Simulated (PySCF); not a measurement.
# Excitation energy of Se by level of theory

Se [Ar] 3d10 4s2 4p4 (3P) → Se [Ar] 3d10 4s1 4p5 (3P), as a difference of total energies. Computed with PySCF 2.14 in ANO-RCC-VTZP (6s5p3d1f, 43 functions), with scalar relativity by spin-free X2C-1e. Correlated levels: valence and next inner shell: [Ne] frozen. The calculations carry no spin-orbit coupling.

```csv
method,excitation energy (cm⁻¹)
UHF,94668
MP2 (valence and next inner shell),88072
SCS-MP2 (valence and next inner shell),87026
CCSD (valence and next inner shell),81514
CCSD(T) (valence and next inner shell),77901
```

The upper state lies above the first ionisation limit, where it may autoionise and the basis confines it.

The coupled-cluster amplitudes are large for the upper state (T1 above 0.03 or a double amplitude above 0.15), so a single reference is strained.
